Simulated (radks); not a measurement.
Values are calculated unless marked as measured or tabulated.
Ionisation of the krypton ion Kr2+, [Ar] 3d10 4s2 4p4, to [Ar] 3d10 4s2 4p3 as the strength of local exchange is varied. Code: a radial shooting solver on a logarithmic mesh with Libxc functionals. Model: scalar-relativistic Kohn-Sham, Slater X-alpha exchange (alpha = 2/3 is LDA exchange), no correlation, spin-polarised, spherical densities, finite nucleus; open shells are filled with parallel spins first; Fermi nuclear charge, rms radius 4.1884 fm.

| alpha | E(Kr2+) (hartree) | exchange (hartree) | IE (eV) | -e of the level emptied (eV) | <r> of it (bohr) |
|---|---|---|---|---|---|
| 0.651 | -2780.13141 | -86.88156 | 33.703 | 28.187 (4p) | 1.760 |
| 0.66 | -2781.33418 | -88.11839 | 33.824 | 28.310 (4p) | 1.757 |
| 0.73 | -2790.70570 | -97.77129 | 34.772 | 29.273 (4p) | 1.737 |
| 1.015 | -2829.16539 | -137.67787 | 38.782 | 33.367 (4p) | 1.663 |
| 1.028 | -2830.93132 | -139.52133 | 38.970 | 33.561 (4p) | 1.659 |
| x | -2782.27001 | -89.08104 | 33.918 | 28.405 (4p) | 1.755 |

Which alpha was used in the last row?

Answer. alpha = 0.667. NIST Atomic Spectra Database: 35.84 eV (measured). The Delta-SCF value meets it near alpha = 0.81. Open shells are spherical and high-spin; term and fine-structure splittings are not resolved.
